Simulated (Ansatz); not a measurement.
C$_{3}$H$_{10}$OSi, SMILES `CCOC[SiH3]`. Charge 0, multiplicity 1. Geometry: relaxed with PBE0-D4/def2-TZVP. It is one conformer, not always the lowest.

```xyz
15

C     1.298   -1.792    0.232
C     0.905   -0.616    1.102
O     0.470    0.509    0.369
C    -0.809    0.369   -0.201
Si   -1.289    2.010   -1.000
H     1.701   -2.597    0.853
H     0.447   -2.197   -0.319
H     2.065   -1.495   -0.486
H     1.767   -0.271    1.678
H     0.124   -0.913    1.818
H    -0.839   -0.427   -0.961
H    -1.554    0.100    0.565
H    -1.329    3.092    0.017
H    -0.318    2.371   -2.064
H    -2.640    1.859   -1.605
```

**Question.** What is the dipole moment at PBE/def2-TZVPP? (Best estimate.)

**Answer.** Ansatz gave: 1.61 D, with components (-0.17, -1.55, 0.43) D in this frame, pointing from negative to positive charge.

**Question.** And with r2SCAN, B3LYP, ωB97M-V? (An estimate is asked.)

**Answer.** Computed: r2SCAN 1.65 D, B3LYP 1.65 D, ωB97M-V 1.66 D.

**Question.** Give the Mulliken charges with PBE, r2SCAN, ωB97M-V in def2-TZVPP. (Estimate.)

**Answer.** The calculation gave: 
| atom | PBE | r2SCAN | ωB97M-V |
| --- | --- | --- | --- |
| C1 | -0.25 | -0.14 | -0.29 |
| C2 | 0.02 | 0.14 | -0.04 |
| O3 | -0.25 | -0.32 | -0.30 |
| C4 | -0.09 | -0.05 | -0.17 |
| Si5 | 0.22 | 0.30 | 0.19 |
| H6 | 0.08 | 0.04 | 0.10 |
| H7 | 0.08 | 0.04 | 0.09 |
| H8 | 0.09 | 0.05 | 0.11 |
| H9 | 0.08 | 0.04 | 0.11 |
| H10 | 0.04 | 0.01 | 0.08 |
| H11 | 0.08 | 0.06 | 0.11 |
| H12 | 0.07 | 0.05 | 0.10 |
| H13 | -0.05 | -0.07 | -0.03 |
| H14 | -0.05 | -0.07 | -0.03 |
| H15 | -0.06 | -0.08 | -0.04 |

B3LYP here is the variant with VWN-RPA as its local correlation; programs differ in this.
